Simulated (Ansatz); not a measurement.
B6P5H18⁻, a cluster cut from wurtzite BP (hydrogen-capped), 29 atoms. Hardware: 4 threads of Intel Xeon 6975P-C on a shared host.

Task: How many basis functions does each of these Ansatz runs have, and roughly what does it cost? PBE0-D4/def2-SVP, charge -1 triplet at the geometry of the charge -1 singlet, energy; PBE-D4/def2-SVP, charge -1 singlet, relaxation, 4 steps; PBE-D4/def2-SVP, charge -1 triplet at the geometry of the charge -1 singlet, energy, from earlier orbitals; PBE-D4/def2-SVPD, charge -1 singlet, energy, from earlier orbitals; PBE-D4/def2-SVP, charge 0 doublet, energy, from earlier orbitals; PBE-D4/def2-SVP, charge 0 doublet, relaxation, 9 steps; PBE-D4/def2-SVP, charge -1 singlet, energy, from earlier orbitals; PBE-D4/def2-SVP, charge 0 doublet at the geometry of the charge -1 singlet, energy, from earlier orbitals; PBE0-D4/def2-SVP, charge -1 singlet, energy, from earlier orbitals; r2SCAN-D4/def2-SVP, charge -1 singlet, energy and forces, from earlier orbitals; PBE0-D4/def2-SVP, charge 0 doublet at the geometry of the charge -1 singlet, energy; PBE0-D4/def2-SVPD, charge -1 singlet, energy, from earlier orbitals.

Result: Other jobs shared the machine, so times can vary by a factor of up to 3.

```
                                                                                                       run  functions  fitting or Cholesky vectors  wall time  peak host memory (GiB)
                                         PBE-D4/def2-SVP, charge -1 singlet, energy, from earlier orbitals        264                         3003      4.2 s                    0.62
                                          PBE-D4/def2-SVP, charge 0 doublet, energy, from earlier orbitals        264                         3003      7.5 s                    0.73
                                        PBE-D4/def2-SVPD, charge -1 singlet, energy, from earlier orbitals        384                         3271      8.5 s                     1.2
                                        PBE0-D4/def2-SVP, charge -1 singlet, energy, from earlier orbitals        264                         3028      8.5 s                     1.8
                           r2SCAN-D4/def2-SVP, charge -1 singlet, energy and forces, from earlier orbitals        264                         3003      9.5 s                    0.69
                                                   PBE-D4/def2-SVP, charge -1 singlet, relaxation, 4 steps        264                         3003       14 s                    0.63
                                       PBE0-D4/def2-SVPD, charge -1 singlet, energy, from earlier orbitals        384                         3331       19 s                     2.6
PBE-D4/def2-SVP, charge -1 triplet at the geometry of the charge -1 singlet, energy, from earlier orbitals        264                         3003       24 s                     1.6
 PBE-D4/def2-SVP, charge 0 doublet at the geometry of the charge -1 singlet, energy, from earlier orbitals        264                         3003       29 s                     1.6
                       PBE0-D4/def2-SVP, charge 0 doublet at the geometry of the charge -1 singlet, energy        264                         2593       41 s                     1.9
                                                    PBE-D4/def2-SVP, charge 0 doublet, relaxation, 9 steps        264                         3003       55 s                    0.69
                      PBE0-D4/def2-SVP, charge -1 triplet at the geometry of the charge -1 singlet, energy        264                         2593       66 s                       2
```
